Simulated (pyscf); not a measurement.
**[O=W(OH)(OH)–OH]•, doublet**

Gas-phase minimum from PySCF at ωB97X-D3(BJ)/def2-SVP, one conformer. Other isomers of [O=W(OH)(OH)–OH]• were not searched in full and may lie lower. 

```xyz
8

O      1.6501    -0.0324    -0.4566
W     -0.1376     0.6190    -0.5356
O     -0.2863     2.3890    -1.1858
O     -1.1819    -0.5375    -1.2033
O     -0.0665     0.4249     1.3782
H      1.9674    -0.2556     0.4330
H     -0.8813     0.5226     1.8861
H     -0.8669     2.7822    -1.8463
```
Charge 0, spin multiplicity 2.

Bonds (Å): O1–W2 1.904, O1–H6 0.971, W2–O3 1.892, W2–O4 1.695, W2–O5 1.925, O3–H8 0.963, O5–H7 0.965. Bond angles (°): W2–O1–H6 115.1, O1–W2–O3 114.1, O1–W2–O4 111.2, O1–W2–O5 83.7, O3–W2–O4 117.0, O3–W2–O5 116.0, O4–W2–O5 110.2, W2–O3–H8 131.7, W2–O5–H7 118.8.

Properties at ωB97X-D3(BJ)/def2-SVP:

| Property | Result |
|---|---|
| Harmonic wavenumbers, unscaled | 152, 180, 190, 247, 262, 386, 418, 477, 507, 679, 726, 734, 790, 838, 1056, 3802, 3891, 3937 cm⁻¹ |
| Zero-point energy | 27.6 kcal/mol |
| Rotational symmetry number | 1 |
| Entropy of this conformer at 298 K and 1 atm, rigid rotor and harmonic oscillator, modes under 100 cm⁻¹ raised to 100 | 358.7 J/(mol K) |
| Dipole moment | 3.02 D |
| Spin expectation value S2 | 0.752 |

Single-point totals, which compare only within one level:

```json
[
 {"level": "ωB97X-D3(BJ)/def2-TZVP", "total energy (hartree)": "-370.16029"},
 {"level": "PBE/def2-TZVP", "total energy (hartree)": "-369.84053"},
 {"level": "r²SCAN/def2-TZVP", "total energy (hartree)": "-369.99956"},
 {"level": "B3LYP-D3(BJ)/def2-TZVP", "total energy (hartree)": "-370.13122"},
 {"level": "PBE0-D3(BJ)/def2-TZVP", "total energy (hartree)": "-369.76695"},
 {"level": "M06-2X/def2-TZVP", "total energy (hartree)": "-369.85453"},
 {"level": "ωB97M-D3(BJ)/def2-TZVP", "total energy (hartree)": "-370.10938"}
]
```

Soft torsions are taken as harmonic, which can shift the entropy by several J/(mol K). Open-shell species with a d-block atom are single-reference here; other states, and whether the spin sits on metal or ligand, were not checked. Elements past Kr carry the def2 core potentials, without spin-orbit coupling.
